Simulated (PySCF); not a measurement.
1,2-dimethylimidazole, C5H8N2.
Atom-mapped SMILES: `[CH3:1][c:2]1[n:3][cH:4][cH:5][n:6]1[CH3:7]` (hydrogens: H8, H9, H10 on C1; H11 on C4; H12 on C5; H13, H14, H15 on C7)

The geometry is computed with GFN2-xTB (gas phase).

(1) Give the optimised bond lengths and angles.

## Answers

(1) 
```csv
bond,length (Å),order
C1–C2,1.483,single
C2–N3,1.308,aromatic
N3–C4,1.359,aromatic
C4–C5,1.363,aromatic
C5–N6,1.369,aromatic
N6–C7,1.434,single
C2–N6,1.362,aromatic
"C1–H8, C1–H9, C1–H10",1.088,single
C4–H11,1.071,single
C5–H12,1.071,single
"C7–H13, C7–H14, C7–H15",1.091,single
```

Bonds in one row agree within 0.01 Å and their mean is given. Orders are formal, as drawn. A selection of angles:
```csv
angle,degrees
C2–C1–H8,110.8
C2–C1–H10,108.8
H8–C1–H9,108.3
H8–C1–H10,109.2
C1–C2–N3,125.7
C1–C2–N6,122.8
N3–C2–N6,111.4
C2–N3–C4,106.1
N3–C4–C5,110.0
N3–C4–H11,121.0
C5–C4–H11,129.1
C4–C5–N6,106.1
C4–C5–H12,132.0
N6–C5–H12,122.0
C5–N6–C7,126.6
C2–N6–C5,106.5
C2–N6–C7,126.9
N6–C7–H13,110.6
N6–C7–H15,109.2
H13–C7–H14,108.5
H13–C7–H15,108.9
```

The 5-membered ring C2–N3–C4–C5–N6 has internal angles of 106.1° to 111.4°; it is planar, 0.00 Å rms from its mean plane, widest ring torsion 0°. The C–C distances run from 1.363 Å (C4–C5, aromatic) to 1.483 Å (C1–C2, drawn single), a spread of 0.120 Å. The 5 C–N bonds span 1.308 Å (C2–N3, aromatic) to 1.434 Å (N6–C7, drawn single), a spread of 0.126 Å. N6 (pyrrole-type nitrogen) is planar (angles 126.9°, 126.6° and 106.5°, sum 360.0°, 0.00 Å off the plane of its three neighbours). The 7 heavy atoms lie in one plane (0.001 Å rms). Of the pairs four or more bonds apart, H12···H15 is among the closest relative to their van der Waals radii: 2.46 Å, 103 % of the sum of Bondi's values.

Point group: Cs (every atom within 0.08 Å of its image). GFN2-xTB frequencies: not computed here.
